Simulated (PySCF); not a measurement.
B(H)3, SMILES B (H₃B), singlet (PBE0/def2-SVP optimised geometry):

```
4

B     -0.302     0.000     0.000
H     -0.905    -1.045    -0.002
H     -0.905     1.045     0.000
H      0.905     0.000     0.000
```

Calculation: PBE0/def2-TZVP in PySCF.

What are the frontier orbital energies and the dipole moment?

HOMO-2 -14.39 eV, HOMO-1 -9.88 eV, HOMO -9.88 eV, LUMO -1.97 eV, LUMO+1 2.03 eV; dipole moment 0.00 D.

On the same geometry PBE/def2-TZVP in PySCF 2.14.0 gives HOMO-2 -12.54 eV, HOMO-1 -8.44 eV, HOMO -8.44 eV, LUMO -3.06 eV, LUMO+1 1.39 eV; dipole moment 0.00 D.

Meta-Löwdin charges at PBE0/def2-TZVP: B1 -0.07, H2 0.02, H3 0.02, H4 0.02.
